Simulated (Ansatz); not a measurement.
A set of 12 reactions (ligand exchange), with CCSD(T)/CBS values in kJ/mol:

```json
{"reaction": "`C=[CH][InH][Cl]` + CH₃OH → `C[O][InH][Cl]` + `C=C`", "ΔE": "-39.4"}
{"reaction": "`N[SiH](F)[SiH2]F` + `BNC` → `BN(C)[SiH2]F` + `N[SiH2]F`", "ΔE": "-76.4"}
{"reaction": "`C[O][Al]1[CH2][O]1` + HCl → `[Cl][Al]1[CH2][O]1` + CH₃OH", "ΔE": "-31.3"}
{"reaction": "`CS[SiH2]O[SiH3]` + `BO` → `BO[SiH2]SC` + `O[SiH3]`", "ΔE": "28.3"}
{"reaction": "`C[SiH](F)S` + NH₃ → `C[SiH](N)S` + H–F", "ΔE": "87.2"}
{"reaction": "`F[CH]([SiH3])[GaH2]` + CH₃OH → `C[O][GaH2]` + `FC[SiH3]`", "ΔE": "-80.5"}
{"reaction": "`[OH][In]([F])[SH]` + HBr → `[F][In]([SH])[Br]` + H₂O", "ΔE": "-105.3"}
{"reaction": "`[SiH3]C([SiH3])I` + `CC(N)S` → `CC(S)N[SiH3]` + `[SiH3]CI`", "ΔE": "-46.0"}
{"reaction": "`C[SiH2][B](C)[AlH2]` + NH₃ → `C[SiH2][B](N)[AlH2]` + CH₄", "ΔE": "-141.6"}
{"reaction": "`C[SiH2][SiH](F)F` + HCl → `C[SiH2][SiH](F)Cl` + H–F", "ΔE": "38.3"}
{"reaction": "`N[SiH](O)F` + `[NH2][GeH2][NH2]` → `[NH2][GeH2][NH][SiH](N)F` + H₂O", "ΔE": "21.1"}
{"reaction": "`B[Si](O)(F)[SiH3]` + `[OH][GeH]([OH])[OH]` → `[OH][GeH]([OH])[O][SiH3]` + `B[SiH](O)F`", "ΔE": "-109.1"}
```

Calculated with Ansatz (gas phase, PBE0-D4/def2-TZVP geometries, no zero-point term in ΔE). CCSD(T)/CBS adds triple-zeta CCSD(T) − MP2 to the extrapolated MP2 energy (def2 sets, frozen cores). This one scheme is used for every species. DFT in def2-TZVPP. B3LYP here is the variant with VWN-RPA as its local correlation; programs differ in this. def2 core potentials past Kr. For Br, Ga, Ge, I, In outer-core shells are correlated without core-valence functions, which leaves a few kJ/mol of doubt a bond. Scalar relativity is left out up to krypton. Each species was taken in one conformer, which may not be the lowest.

Task: Give the mean, mean absolute and largest difference (level minus CCSD(T)/CBS, kJ/mol) for: PBE0-D4, B3LYP-D4, ωB97X-V, B2PLYP, PBE, r2SCAN, B3LYP, HF/def2-TZVPP, CCSD/def2-TZVPP, CCSD(T)/def2-TZVPP, SCS-MP2/def2-QZVPP, HF/CBS(def2), MP2/CBS(def2), CCSD/CBS(def2). (An estimate is asked.)

Result: Computed: 
```
             level  mean  mean absolute  largest
           PBE0-D4   2.7            5.7     20.8
          B3LYP-D4   1.0            4.2      9.5
           ωB97X-V   1.6            3.2      7.7
            B2PLYP   0.3            5.7     10.3
               PBE   5.6            7.7     30.8
            r2SCAN   2.3            5.1     10.4
             B3LYP   2.3            7.7     15.8
     HF/def2-TZVPP  -2.9           11.7    -28.3
   CCSD/def2-TZVPP   0.5            3.5      7.3
CCSD(T)/def2-TZVPP   0.4            2.6     -5.5
SCS-MP2/def2-QZVPP  -1.9            4.6    -14.2
      HF/CBS(def2)  -2.9           12.7    -31.0
     MP2/CBS(def2)  -2.7            3.2     -9.1
    CCSD/CBS(def2)   0.1            1.7     -3.7
```

The largest T1 diagnostic in the set is 0.016, for `[OH][In]([F])[SH]` (customary mark 0.02).

CCSD(T)/CBS is a level of theory with its own doubt, and the functionals carry their triple-zeta basis error, so these figures describe this set and don't rank the functionals.
